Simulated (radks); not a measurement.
Radial electron density D(r) = 4 pi r^2 rho(r) of an atom or ion with 60 electrons. Calculated with a radial shooting solver on a logarithmic mesh with Libxc functionals: Dirac Kohn-Sham, relativistic LDA (MacDonald-Vosko exchange, VWN5 correlation), spin-unpolarised, spherical densities, finite nucleus; Fermi nuclear charge, rms radius of each element as measured or else 0.836 A^(1/3) + 0.57 fm.

r (bohr)  D(r) (e/bohr)
0.00134           7.067
0.001759          10.81
0.002327          16.44
0.003055          24.16
0.004042          34.81
0.005305          47.73
0.007019          62.68
0.009213          76.52
0.01219           86.44
0.016             88.67
0.02117           83.73
0.02779           78.63
0.03677           83.77
0.04826           100.9
0.06386           114.7
0.08382           106.4
0.1109            88.65
0.1456            92.67
0.1926            101.7
0.2528            75.82
0.3318            45.70
0.4391            48.91
0.5763            48.35
0.7625            28.30
1.001             15.08
1.324             9.395
1.738             4.233
2.3              0.9037
3.019           0.08109
3.994          0.002072

What is the nuclear charge?

Answer. Z = 65. The innermost maximum, from 1s, lies near gamma/Z bohr with gamma = sqrt(1 - (Z/c)^2) = 0.880, here 0.0135 bohr (found: 0.0150), and its height grows with Z. The density is that of the terbium ion Tb5+ in [Kr] 4d10 4f7 5s2 5p5; the configuration itself is not fixed sharply by these data, and Z only to a few units. D(r) has 4 maxima, at r = 0.0150, 0.0665, 0.185, 0.503 bohr, and minima at 0.0289, 0.121, 0.362 bohr, inside which lie 2.01, 11.15, 29.40 electrons.
